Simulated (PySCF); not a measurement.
Diatomic anions of Cl with the fifth-period p block

PBE0 with double-zeta basis sets in PySCF, for the lowest determinant that a PBE0 search found; no spin–orbit coupling. De refers to high-spin ground-configuration atoms (the charge goes to the atom of lower measured ionisation energy or higher electron affinity, which is not always the lowest computed limit). A positive dipole points towards Cl; it is taken about the centre of mass and depends on that origin.

```
 M                           basis  charged atom  state (unpaired electrons)  Re (Å)  ωe (cm⁻¹)  De (eV)  μ (D)
In  aug-cc-pVDZ-PP/aug-cc-pV(D+d)Z           Cl−               doublet (π ↑)   2.610        215     1.38  -2.25
Sn  aug-cc-pVDZ-PP/aug-cc-pV(D+d)Z           Cl−              triplet (π ↑↑)   2.567        245     1.81  -2.29
Sb  aug-cc-pVDZ-PP/aug-cc-pV(D+d)Z           Cl−               doublet (π ↑)   2.503        283     0.81  -1.65
```

The shortest bond is that of SbCl⁻ (2.503 Å), the longest that of InCl⁻ (2.610 Å). SnCl⁻ is bound most strongly (1.81 eV) and SbCl⁻ least (0.81 eV).

The state changes along the series, so neighbouring rows are not always alike in their bonding.

Spin–orbit coupling is left out, which matters for elements this heavy, above all for dissociation energies. For an ion De counts to the pair picked by the measured ionisation energies or electron affinities, which need not be the lowest pair at this level. The highest Kohn–Sham level is positive in some of these anions. Much of that is self-interaction error, but it also means that the finite basis helps to hold the extra electron. States were picked by a PBE0 search and need not be the measured ground states.
